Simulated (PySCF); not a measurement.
Isomers of C5H10Si2, one GFN2-xTB conformer each. Single-point energies are computed at PBE0/pcSseg-1 (PySCF, gas phase, no added dispersion term), electronic only.

**Question.** Rank them by PBE0/pcSseg-1 energy, lowest first (kJ/mol).
A. `CC#CC1[SiH2]C[SiH2]1`
B. `[CH:1]#[C:2][SiH2:3][SiH:4]1[CH2:5][CH2:6][CH2:7]1` with C2–Si3–Si4–C5 -43°, Si3–Si4–C5–C6 125°, Si4–C5–C6–C7 -11°, C5–C6–C7–Si4 11°, Si3–Si4–C7–C6 -124°
C. `[CH:1]#[C:2][CH2:3][C@@H:4]1[CH2:5][SiH2:6][SiH2:7]1` with C2–C3–C4–C5 61°, C3–C4–C5–Si6 -139°, C4–C5–Si6–Si7 11°, C5–Si6–Si7–C4 -9°, C3–C4–Si7–Si6 134°
D. `[SiH3:1][CH2:2][C:3]1=[CH:4][CH:5]=[CH:6][SiH2:7]1` with Si1–C2–C3–C4 -94°

**Answer.** D (0.0), A (48.9), B (94.7), C (137.0).

As drawn, the lowest has a C=C bond outside aromatic rings, which the highest lacks; the highest has a four-membered ring, a C≡C bond and an Si–Si bond, which the lowest lacks. GFN2-xTB itself gives, in the same order: 0.0, 90.9, 148.2, 132.2. Both levels put the same isomer lowest; measured from each level's own lowest isomer, the values differ by up to 53.5 kJ/mol (C#C[SiH2][SiH]1CCC1: 148.2 against 94.7).

**Question.** Which frontier levels, dipoles and rotational constants go with these structures?

**Answer.** 
```json
{"SMILES": "[SiH3]CC1=CC=C[SiH2]1", "HOMO (eV, PBE0/pcSseg-1)": "-6.25", "LUMO (eV)": "-1.43", "dipole (D)": "0.43", "A, B, C (MHz)": "3502, 1075, 935.1"}
{"SMILES": "CC#CC1[SiH2]C[SiH2]1", "HOMO (eV, PBE0/pcSseg-1)": "-6.48", "LUMO (eV)": "-0.19", "dipole (D)": "0.56", "A, B, C (MHz)": "3220, 968.5, 809.7"}
{"SMILES": "C#C[SiH2][SiH]1CCC1", "HOMO (eV, PBE0/pcSseg-1)": "-7.61", "LUMO (eV)": "-0.42", "dipole (D)": "0.62", "A, B, C (MHz)": "2726, 1086, 916.4"}
{"SMILES": "C#CC[C@@H]1C[SiH2][SiH2]1", "HOMO (eV, PBE0/pcSseg-1)": "-7.54", "LUMO (eV)": "-0.01", "dipole (D)": "0.58", "A, B, C (MHz)": "2711, 1220, 1160"}
```
